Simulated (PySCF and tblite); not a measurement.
The numbers below are computed, except where a source is named.
# C₅H₆O₄, numbered as in [O:1]=[C:2]1[CH2:3][CH2:4][O:5][C:6](=[O:7])[CH2:8][O:9]1: conformational analysis

Free energies: PBE0-D3(BJ)/pcSseg-1 on GFN2-xTB structures plus GFN2-xTB thermal terms, symmetry and mirror images included. Conformers within 2.5 kcal/mol (GFN2-xTB free energy) were kept, 4 at most. GIAO shieldings: PBE0/pcSseg-1. Shifts are against TMS (¹H), TMS (¹³C) at the same level. Codes: tblite and PySCF.

The 7-ring runs over atoms 2–3–4–5–6–8–9. Of a mirror pair one member is shown.

```tsv
conformer	shape	symmetry	E(GFN2) kcal/mol	E(DFT) kcal/mol	G(298.15 K) kcal/mol	weight %	dipole D
1	7-ring puckered (ring torsions 84, -37, 7, -38, 67, -16, -62°)	C1 (pair)	0.00	0.00	0.00	61.8	2.81
2	7-ring puckered (ring torsions 76, -65, -9, 68, -48, 11, -27°)	C1 (pair)	0.16	0.25	0.28	38.2	3.90
```

Weights (%) against temperature:

```tsv
T (K)	1	2	S(mix) cal/mol/K
250	63.4	36.6	2.68
298.15	61.8	38.2	2.70
350	60.7	39.3	2.71
```

Averaged shifts at 298.15 K. ¹H: 4.94 (H8, 2H), 4.58 (H4, 2H), 2.93 (H3, 2H) ppm. ¹³C: 173.0 (C2), 169.7 (C6), 70.2 (C8), 66.4 (C4), 39.9 (C3) ppm.

Coordinates of conformer 1 (Å):

```xyz
15

O    -1.522    2.199   -0.739
C    -0.785    1.369   -0.295
C    -1.259    0.134    0.453
C    -0.919   -1.099   -0.384
O     0.400   -1.604   -0.226
C     1.502   -0.882   -0.055
O     2.559   -1.445    0.020
C     1.464    0.639    0.163
O     0.534    1.448   -0.528
H    -0.810    0.062    1.445
H    -2.341    0.207    0.564
H    -1.553   -1.940   -0.092
H    -1.091   -0.889   -1.447
H     2.444    1.010   -0.151
H     1.382    0.799    1.249
```

Coordinates of conformer 2 (Å):

```xyz
15

O     1.033    2.634   -0.183
C     0.543    1.542   -0.116
C     1.412    0.294   -0.170
C     0.863   -0.984    0.453
O    -0.114   -1.595   -0.373
C    -1.269   -0.974   -0.618
O    -2.063   -1.444   -1.379
C    -1.573    0.299    0.186
O    -0.792    1.456   -0.050
H     1.616    0.105   -1.230
H     2.361    0.558    0.299
H     1.659   -1.728    0.521
H     0.471   -0.803    1.461
H    -1.551    0.046    1.256
H    -2.590    0.602   -0.078
```

Shifts are unscaled: against experiment ¹³C can be off by 15 ppm or more and ¹H by 0.8 ppm.

Search and properties took 74 s on 1 thread of Arm Neoverse V1, shared host (rough), launched as `OMP_NUM_THREADS=1 python ens_run.py task.json out`.


Conformer gaps in pcSseg-1 on xTB geometries can be 2 kcal/mol off for S=O, P=O and other polar bonds.